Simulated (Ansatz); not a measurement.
Ideal-gas functions of ClFH2NSV, SMILES `[NH2][V]([F])(=[S])[Cl]` at 600 K and 1 bar, from an Ansatz frequency run at PBE0-D4/def2-TZVP.

Molar mass 153.49 g/mol, point group C1 (symmetry number 1), electronic degeneracy 1, moments of inertia 192.105, 274.442, 316.563 u Å². Harmonic wavenumbers (cm⁻¹, unscaled): 155, 171, 209, 213, 230, 376, 454, 490, 590, 679, 762, 797, 1518, 3542, 3680.

Use S(trans) = R[1.5 ln M + 2.5 ln T − 1.1517]; rotational temperatures θ = 24.2544 K / I; S(rot) = R[ln(√π/σ · √(T³/θAθBθC)) + 1.5]; for each mode x = 1.438777 ν̃/T, S = R[x/(eˣ − 1) − ln(1 − e⁻ˣ)] and H = RT x/(eˣ − 1); 1 cm⁻¹ = 0.0119627 kJ/mol; R = 8.31446 J/(mol·K).

Problem. By hand: the entropy, in J/(mol·K).

Solution. Translation 186.2. Rotation: θ = 0.1263, 0.0884, 0.0766 K, giving 126.4. Vibration, mode by mode: 16.59, 15.78, 14.14, 13.99, 13.37, 9.45, 8.01, 7.44, 6.09, 5.12, 4.37, 4.09, 1.04, 0.02, 0.01, in all 119.5. Electronic 0.0. Sum 432.1 J/(mol·K).

Problem. By hand: H − E and G − E in kJ/mol, counted from the electronic energy.

Solution. Zero-point energy ½ × 13866 × 0.0119627 = 82.9; thermal vibration 36.2; translation, rotation and pV give 4 RT = 20.0. H − E = 139.1 kJ/mol, and G − E = 139.1 − 600 × 432.1/1000 = -120.2 kJ/mol.

Vibration gives 28 % of the entropy. The sum counts one conformer and one mirror image; others add a mixing term.
